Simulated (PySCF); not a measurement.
B(Cl)(F)(iPr), SMILES CC(C)B(F)Cl (C3H7BClF) at its PBE0/def2-SVP optimised geometry (Å):

```
13

B      0.4911     1.1439     0.0000
Cl     2.2540     1.1439     0.0000
F     -0.0881     2.3324     0.0000
C     -0.3861    -0.1564    -0.0339
C     -1.5562    -0.0521     0.9531
C      0.3804    -1.4671     0.1079
H     -0.8222    -0.1188    -1.0558
H     -2.2540    -0.8947     0.8245
H     -1.1998    -0.0811     1.9959
H     -2.1252     0.8798     0.8204
H      1.1868    -1.5532    -0.6351
H     -0.2898    -2.3324    -0.0171
H      0.8451    -1.5502     1.1035
```

Level of theory: PBE0/def2-TZVP (PySCF). Cells within 0.4 Å of a nucleus heavier than hydrogen are left out (blank, or x).

Map of the log10 of the electron density (e/bohr³), floored at −4 on the plane z = 0.0 Å:

```
|0000000000000000000000000000000|
|0000000000000011100000000000000|
|0000000000001222221000000000000|
|0000000000123344432211110000000|
|0000000000234566654322222110000|
|0000000001345788765433333321000|
|000000000235689x976444444432100|
|00000000124579xxx86556666543210|
|00000012224579xx986667777654310|
|0000112333456899987778888764320|
|00001234444456788x7788xx8865321|
|0001234455445677xx8889xx9875421|
|0001234555556678xx8889xx9865421|
|0001234566667788877778888765321|
|0001234566677888876677887654320|
|0001234566778xx8876566666543210|
|0001244566778xx8876555555432100|
|0001345566677888876554443322100|
|0001344555667788887654432211000|
|0001234555556788xx8765432100000|
|000123344444578xxx8765431000000|
|0000122333346788x88765431000000|
|0000011222356788877654321000000|
|0000000112346798766554320000000|
|0000000012345677655433210000000|
|0000000001234555544322100000000|
|0000000000123444432210000000000|
|0000000000012233221100000000000|
|0000000000001111110000000000000|
|0000000000000000000000000000000|
|0000000000000000000000000000000|
```
Scale: ten equal steps from -4.00 (start of '0') to -0.115 (end of '9'), in the order '0123456789'; x runs from -4.50 to 4.50, y from -4.50 (bottom) to 4.50 (top).
